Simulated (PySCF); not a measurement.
Fill in the blanks.

Species: C4H10BN.
SMILES: `BNC1CCC1`

Conformer (atom-mapped SMILES and torsion angles): `[BH2:1][NH:2][CH:3]1[CH2:4][CH2:5][CH2:6]1`: B1–N2–C3–C4 129°.

| property | level | value |
| --- | --- | --- |
| rotational constants A, B, C | PBE0-D3(BJ)/def2-SVP | 9.354, 2.208, 1.992 GHz |
| dipole moment | wB97X-D/def2-SVPD | 2.03 D |
| HOMO energy | wB97X-D/def2-SVPD | ? |
| LUMO energy | wB97X-D/def2-SVPD | ? |
| lowest singlet excitation | TDDFT wB97X-D/def2-SVPD | ? |
| strongest line among the 10 lowest singlet transitions | TDDFT wB97X-D/def2-SVPD | S2/S3 at 7.43 eV (167 nm, f = 0.397 summed over these states) |
| lowest triplet excitation (Tamm–Dancoff) | TDA wB97X-D/def2-SVPD | 5.75 eV |
| static isotropic polarisability | wB97X-D/def2-SVPD | ? |
| vertical ionisation energy | ΔSCF wB97X-D/def2-SVPD | ? |
| electronic spatial extent ⟨r²⟩ about the centre of nuclear charge | wB97X-D/def2-SVPD | 668 bohr² |
| 13C chemical shifts (computed TMS as zero) by class | GIAO PBE0/pcSseg-1 | ? |
| 1H chemical shifts (computed TMS as zero) by class | GIAO PBE0/pcSseg-1 | 4.62 (1 H), 4.61 (2 H), 3.55 (1 H), 2.24 (2 H), 1.66 (2 H), 1.47 (1 H), 1.45 (1 H) ppm |
| isotropic shieldings of nuclei other than C and H, by class | GIAO PBE0/pcSseg-1 | 65 (1 B), 93 (1 N) ppm |
| largest of the computed one-bond spin–spin couplings (means over like bonds) | B3LYP/pcJ-1, spin–dipole term left out for some pairs | ? |

Gas-phase values; electronic properties from PySCF, density fitting. One conformer (not necessarily the lowest) at the PBE0-D3(BJ)/def2-SVP geometry, without solvent or vibrations. NMR classes are plain means over equivalent atoms (diastereotopic ones count apart unless rotation or inversion swaps them), as if these changed places fast; in this geometry the members of some classes differ.

The vertical ionisation energy?

9.66 eV.

The LUMO energy?

2.15 eV.

Give the largest of the computed one-bond spin–spin couplings (means over like bonds).

13C–1H +146.8, 13C–1H +146.5 (×2), 13C–1H +146.2, 11B–1H +141.2 (×2), 13C–1H +138.8, 13C–1H +135.9 (×2), 15N–1H -81.3, 13C–13C +30.8 (×2) Hz.

What are the 13C chemical shifts (computed TMS as zero) by class?

57.6 (1 C), 36.1 (2 C), 15.1 (1 C) ppm.

The lowest singlet excitation?

7.29 eV (170 nm, f = 0.000).

The static isotropic polarisability?

70.7 au.

Give the HOMO energy.

-9.51 eV.

The vertical singlet–triplet gap S1 − T1 is 1.54 eV (TDDFT singlet less Tamm–Dancoff triplet). In atomic units the dipole is 0.80 e·bohr (1 au = 2.5417 D). The principal polarisabilities are 62.8, 63.1 and 86.3 au; their mean is the isotropic value. The polarisability is 10.48 Å³ as a volume (1 au = 0.148185 Å³), or 1.54 au for each of the 46 electrons. The ΔSCF ionisation energy exceeds −ε(HOMO) by 0.15 eV with wB97X-D. The 10 singlets span 7.29 to 9.08 eV, and their oscillator strengths add up to 0.55.

For the geometry optimisation (PBE0-D3(BJ)/def2-SVP), the run took 1.9 min wall on one thread of an Arm Neoverse N1, no GPU, shared host, and the process peaked at 0.53 GiB of memory.
